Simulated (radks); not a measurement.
Task: Ir44+, configuration [Ar] 3d10 4s2 4p3. All-electron calculation, Dirac Kohn-Sham, PW91, spin-unpolarised, spherical densities, finite nucleus; open shells fill j = l - 1/2 first; Fermi nuclear charge, rms radius 5.4032 fm. Program: a radial shooting solver on a logarithmic mesh with Libxc functionals. Some entries of the table are withheld. Estimate them.

orbital  occ.  eigenvalue (hartree)  r(max) (bohr)  <r^2> (bohr^2)
1s1/2       2                   (1)        0.01082       0.0004197
2s1/2       2                   (2)        0.06247        0.006343
2p1/2       2             -547.1456            (3)        0.004502
2p3/2       4             -487.1704            (4)        0.005687
3s1/2       2             -189.9013         0.1746         0.04012
3p1/2       2             -181.0449         0.1630         0.03652
3p3/2       4             -167.4326         0.1771         0.04243
3d3/2       4             -152.9382         0.1378         0.03235
3d5/2       6             -149.9583         0.1417         0.03394
4s1/2       2             -90.33029         0.3709          0.1585
4p1/2       2             -86.50961         0.3658          0.1561
4p3/2       1             -82.03772         0.3880          0.1737
4d3/2       0             -75.99345         0.3699          0.1638
4d5/2       0             -75.01898         0.3760          0.1686
4f5/2       0             -68.19631         0.3072          0.1386
4f7/2       0             -67.90946         0.3096          0.1404
5s1/2       0             -52.78819         0.6573          0.4483
5p1/2       0             -50.93930         0.6600          0.4526
5p3/2       0             -48.92388         0.6895          0.4903

Result: 
(1) 1s1/2 eigenvalue (hartree): -2872.340
(2) 2s1/2 eigenvalue (hartree): -567.2861
(3) 2p1/2 r(max) (bohr): 0.04617
(4) 2p3/2 r(max) (bohr): 0.05331
